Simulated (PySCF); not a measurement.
Spinor energies of V (vanadium, neutral)

Start: [Ar] 3d2 4s2 4p1; 3d5/2 filled at m_j = +3/2, +5/2; 4p3/2 filled at m_j = +3/2. Calculated with PySCF 2.14 in x2c-SVPall-2c with one added diffuse shell each of s, d type (6s5p4d1f, 48 functions): generalised Hartree-Fock with the X2C-1e Hamiltonian and a Gaussian nucleus; one run each with spin-orbit coupling (SO) switched off, then screened by Boettger's factors. This is a chosen level, not necessarily the ground level.

| spinor shell | electrons | ε, spin-free (eV) | ε, screened SO (eV) | weight of nominal j (screened SO) | rms radius, screened SO (bohr) |
| --- | --- | --- | --- | --- | --- |
| 1s1/2 | 2 | -5527.3 | -5527.3 | 1.000 | 0.0768 |
| 2s1/2 | 2 | -666.45 | -666.46 | 1.000 | 0.332 |
| 2p1/2 | 2 | -555.21 | -559.89 | 0.996 | 0.301 |
| 2p3/2 | 4 | -555.21 | -552.91 | 0.998 | 0.304 |
| 3s1/2 | 2 | -94.958 | -94.965 | 1.000 | 1.01 |
| 3p3/2 | 4 | -61.789 | -62.450 | 0.857 | 1.10 |
| 3p1/2 | 2 | -61.789 | -60.490 | 0.714 | 1.10 |
| 3d5/2 | 2 | -20.394 | -20.377 | 0.896 | 1.36 |
| 4s1/2 | 2 | -8.204 | -8.205 | 0.988 | 3.48 |
| 4p3/2 | 1 | -4.865 | -4.846 | 1.000 | 3.46 |

```csv
quantity,spin-free,screened SO
E (hartree),-947.77866,-947.78219
M_J,11/2,11/2
⟨J²⟩,35.895,35.895
⟨L²⟩,20.089,20.090
⟨S²⟩,3.807,3.807
```

Each row is a mean over spinors that exchange with the open shell spreads, by up to 8.944 eV (3p3/2).

Rows whose weight is well below 1 are mixtures of j = l ± 1/2: exchange outweighs spin-orbit coupling there, and the label is only the starting occupation.

⟨J²⟩ departs a little from M_J(M_J + 1) because the unrestricted spinors polarise the closed shells.

Without spin-orbit coupling the j labels of p, d and f shells carry no meaning; the spin-free column gives the mean over the occupied spinors of each nl shell.
